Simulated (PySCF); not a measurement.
C4H4ClF, SMILES C=C(Cl)/C=C\F. Atoms are numbered in the order given.

```xyz
10

C      1.1048    -1.9845     0.0000
C      0.4670    -0.8020     0.0000
Cl    -1.2869    -0.7829     0.0000
C      1.1705     0.4759     0.0000
C      0.7055     1.7332     0.0000
F     -0.5772     2.0801     0.0000
H      0.5566    -2.9269     0.0000
H      2.1967    -2.0150     0.0000
H      2.2608     0.3940     0.0000
H      1.3714     2.6013     0.0000
```
Charge 0, spin multiplicity 1.

Geometry optimised at B3LYP-D3(BJ)/def2-SVP. The structure was generated by enumeration; whether it is a known compound was not checked. One conformer was computed; it need not be the lowest.

All values below come from CAM-B3LYP/def2-TZVP run with PySCF.

ESP charges are fitted to the potential on shells at 1.4 to 2.0 van der Waals radii. Atomic charges (e):

```
atom  ESP fit  Löwdin  meta-Löwdin    Mulliken
----  -------  ------  -----------  ----------
C1      -0.59   -0.20        -0.27       -0.31
C2       0.31   -0.46         0.04  (withheld)
Cl3     -0.09    0.39        -0.06       -0.08
C4      -0.33   -0.20        -0.18  (withheld)
C5       0.06   -0.27         0.18  (withheld)
F6      -0.12    0.18        -0.25       -0.18
H7       0.22    0.13         0.14        0.15
H8       0.24    0.13         0.13        0.13
H9       0.17    0.17         0.14        0.13
H10      0.14    0.13         0.13  (withheld)
```

What belongs in the gaps? (Estimate from the structure and the level; the computed values follow.)


- C2, Mulliken: 0.14
- C4, Mulliken: -0.19
- C5, Mulliken: 0.08
- H10, Mulliken: 0.13

Give the Mayer and Wiberg (Löwdin basis) orders of the bonds. (Estimate from the structure and the level; the computed values follow.)


```tsv
bond	Mayer	Wiberg
C1–C2	1.77	2.05
C2–Cl3	1.13	1.61
C2–C4	1.02	1.28
C4–C5	1.79	2.02
C5–F6	1.08	1.79
C1–H7	0.97	0.89
C1–H8	0.96	0.88
C4–H9	0.93	0.79
C5–H10	1.00	0.87
```
